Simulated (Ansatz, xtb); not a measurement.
**Ligand exchange: C2H7AlO + BH(CH3)(SH) → C2H7AlS + BH(CH3)(OH)**

Species: C2H7AlO `C[CH2][AlH][OH]`, singlet; BH(CH3)(SH), singlet; C2H7AlS `C[CH2][AlH][SH]`, singlet; BH(CH3)(OH), singlet. The partners trade OH for SH: Al–OH and B–SH bonds give way to Al–SH and B–OH.

Shapes, held fixed at every level: PBE0-D4/def2-TZVP. Flexible molecules stand in one conformer, not always the lowest. Programs: Ansatz 0.2.0, xtb 6.7.1, xtb 6.7.1 later snapshot. The zero-point and thermal change to 298 K, harmonic and unscaled (PBE0-D4/def2-TZVP), is +3.0 kJ/mol.

Question: Estimate ΔH(298 K) of this reaction.

Answer: The highest level, CCSD(T)/CBS estimate, gives ΔH(298 K) = -28.5 kJ/mol; the levels span -40.5 to +33.4. They disagree on the sign: 1 of 8 are positive. GFN2-xTB strays far from the other rows. The column of differences is taken from that level and isn't an error. No measured value is set beside it here. The CBS estimate extrapolates MP2 from def2-TZVPP and def2-QZVPP and adds CCSD(T) − MP2 in the triple-zeta set, cores frozen. Times are processor times on shared x86 and Arm servers, and rough.

```json
{"level": "GFN2-xTB", "kind": "semi-empirical", "ΔH(298 K) (kJ/mol)": "+33.4", "less CCSD(T)/CBS estimate": "+61.9", "CPU time (sum over the molecules)": "0.18 s"}
{"level": "r2SCAN0-D4/def2-TZVPP", "kind": "global hybrid", "ΔH(298 K) (kJ/mol)": "-30.5", "less CCSD(T)/CBS estimate": "-2.0", "CPU time (sum over the molecules)": "46 s"}
{"level": "B2PLYP/def2-TZVPP", "kind": "double hybrid", "ΔH(298 K) (kJ/mol)": "-26.8", "less CCSD(T)/CBS estimate": "+1.7", "CPU time (sum over the molecules)": "47 s"}
{"level": "CCSD(T)/def2-SVP", "kind": "coupled cluster or CI", "ΔH(298 K) (kJ/mol)": "-40.3", "less CCSD(T)/CBS estimate": "-11.8", "CPU time (sum over the molecules)": "28 s"}
{"level": "CCSD/def2-SVP", "kind": "coupled cluster or CI", "ΔH(298 K) (kJ/mol)": "-40.5", "less CCSD(T)/CBS estimate": "-12.0", "CPU time (sum over the molecules)": "–"}
{"level": "CCSD(T)/def2-TZVPP", "kind": "coupled cluster or CI", "ΔH(298 K) (kJ/mol)": "-28.7", "less CCSD(T)/CBS estimate": "-0.2", "CPU time (sum over the molecules)": "10 min"}
{"level": "CCSD/def2-TZVPP", "kind": "coupled cluster or CI", "ΔH(298 K) (kJ/mol)": "-29.3", "less CCSD(T)/CBS estimate": "-0.8", "CPU time (sum over the molecules)": "–"}
{"level": "CCSD(T)/CBS estimate", "kind": "coupled cluster or CI", "ΔH(298 K) (kJ/mol)": "-28.5", "less CCSD(T)/CBS estimate": "0.0", "CPU time (sum over the molecules)": "14 min"}
```
